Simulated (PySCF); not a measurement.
Gas-phase reaction: 2 SnF₄ = 2 SnF₃ + F₂

Computed with PySCF and rigid-rotor harmonic-oscillator thermochemistry at 1 bar. † marks an energy on the PBE0/def2-TZVP geometry and frequencies; other levels use their own. CCSD(T) freezes the core. Open shells (unrestricted): SnF₃ (multiplicity 2); the rest are closed-shell singlets. B3LYP is the form with VWN-RPA correlation. Sn: scalar-relativistic def2 core potential, no spin-orbit coupling. SnF₃: computed as isolated molecules; such fragments, hydroxides, amides, oligomers or adducts are transient or little studied in the gas. CCSD(T) isn't extrapolated to the basis-set limit.

| level | ΔH°(298 K), kJ |
|---|---|
| B3LYP/def2-TZVP† | 685 |
| CCSD(T)/def2-SVP† | ___ |
| CCSD(T)/def2-TZVPP† | 748 |
| PBE/def2-SVP | 627 |
| PBE/def2-TZVP† | 659 |
| PBE0/def2-QZVP† | ___ |
| PBE0/def2-SVP† | 664 |
| PBE0/def2-TZVP | ___ |
| r2SCAN/def2-TZVP† | 704 |
| LDA/def2-TZVP† | ___ |

What belongs in the gaps?


- CCSD(T)/def2-SVP†, ΔH°(298 K), kJ: 720
- PBE0/def2-QZVP†, ΔH°(298 K), kJ: 715
- PBE0/def2-TZVP, ΔH°(298 K), kJ: 705
- LDA/def2-TZVP†, ΔH°(298 K), kJ: 705
